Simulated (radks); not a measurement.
Problem. The table gives one normalised radial function P(r) = r R(r) of Sm+ in [Kr] 4d10 4f6 5s2 5p5 6s1 5d1 (r in bohr). Calculated with a radial shooting solver on a logarithmic mesh with Libxc functionals: scalar-relativistic Kohn-Sham, OLYP, spin-unpolarised, spherical densities, point nucleus.

r	P
0.001521	0.0191
0.002078	0.0243
0.002839	0.0304
0.00391	0.0374
0.005341	0.0445
0.007356	0.0505
0.01005	0.0532
0.01373	0.0496
0.01891	0.0352
0.02583	0.0081
0.03529	-0.0304
0.04859	-0.0699
0.06639	-0.0845
0.09069	-0.0489
0.1249	0.0395
0.1706	0.1168
0.235	0.0877
0.321	-0.0620
0.4386	-0.1785
0.6039	-0.0761
0.8251	0.1749
1.127	0.2891
1.552	0.0839
2.121	-0.2952
2.897	-0.5594
3.99	-0.5464
5.451	-0.3332
7.506	-0.1243
10.25	-0.0238
14.01	-0.0019

Which n and l does it have? It may be an empty orbital.

Solution. n = 6, l = 0: the number of nodes gives n - l - 1 = 5, the rise at small r (about r^(l+1), flatter next to the nucleus through relativity) gives l, and the extent must fit the shell. The curve is that of 6s. 6s: eigenvalue -8.603 eV, 5 radial nodes at r = 0.0278, 0.110, 0.287, 0.667, 1.67 bohr, <r> = 3.84 bohr, 90 % of the charge inside 5.62 bohr.
